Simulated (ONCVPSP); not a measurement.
**As (Z = 33): excitation energies, all-electron against ONCV**

arsenic, optimised norm-conserving Vanderbilt (ONCV), made with ONCVPSP 4.0.1 (PBEsol, scalar-relativistic). Core [Ar] 3d10, reference 4s2 4p2.5 (charge +0.5). Waves: 4s: rc 1.70 bohr, ncon 4, nbas 7, qcut 4.7 1/bohr, 3 projectors, debl 0.5 Ha; 4p: rc 2.00 bohr, ncon 5, nbas 8, qcut 4.4 1/bohr, 1 projector; d scattering state at 0.02 Ha: rc 1.70 bohr, ncon 4, nbas 7, qcut 5.9 1/bohr, 2 projectors, debl 3 Ha. Local part: polynomial inside 1.35 bohr (lpopt 3, dvloc0 3 Ha). Core correction: none.

In the s channel the program set the typed energies aside and used -0.689, 0.250, 0.750 Ha.

Energies are relative to the spin-unpolarised reference configuration 4s2 4p2.5; without spin polarisation the order of configurations can differ from experiment.

```tsv
valence configuration	charge	ΔE all-electron (eV)	error AE − PS (meV)
4s2 4p3	0	-3.558	+0.1
4s2 4p2	+1	5.600	-1.7
4s2 4p0	+3	51.266	-55
```

(1) What are ΔE and the potential's error for 4s2 4p1?

Note: ghosts flagged at negative energy: s at -152.4 eV; GHOST(+) flagged for d at 10.8 eV. A true bound ghost makes a file unfit for plane-wave use.

Answers

(1) ΔE = 23.542 eV all-electron; the error (AE − PS) is -17 meV.
